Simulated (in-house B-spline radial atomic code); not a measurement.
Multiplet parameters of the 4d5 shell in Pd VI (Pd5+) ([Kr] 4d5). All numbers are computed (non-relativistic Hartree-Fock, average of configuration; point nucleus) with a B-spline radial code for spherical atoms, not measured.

Slater integrals: F^2 = 85090 cm⁻¹, F^4 = 56563 cm⁻¹. Central-field spin-orbit parameter ζ(4d) = 2071 cm⁻¹ (bare central field on non-relativistic orbitals, without two-electron terms: too large for light atoms, too small for heavy ones).

(1) What are Racah's B and C?

(2) Where do the terms lie in LS coupling, without spin-orbit interaction?

(3) Is LS coupling a fair picture here?

Results:

(1) B = F^2/49 - 5F^4/441 = 1095 cm⁻¹, C = 35F^4/441 = 4489 cm⁻¹, C/B = 4.10.

(2) In cm⁻¹ above the Hund's-rule term (some of the terms):
| term | expression | energy |
| --- | --- | --- |
| 6S | 0B + 0C | 0 |
| 4G | 10B + 5C | 33398 |
| 4P | 7B + 7C | 39090 |
| 4D | 17B + 5C | 41064 |
| 4F | 22B + 7C | 55519 |

(3) Fits to spectra need these integrals scaled down, since correlation screens the repulsion. Here ζ is 1.89 times B, so the coupling is intermediate: spin-orbit interaction mixes the terms, and LS labels name only the largest part.
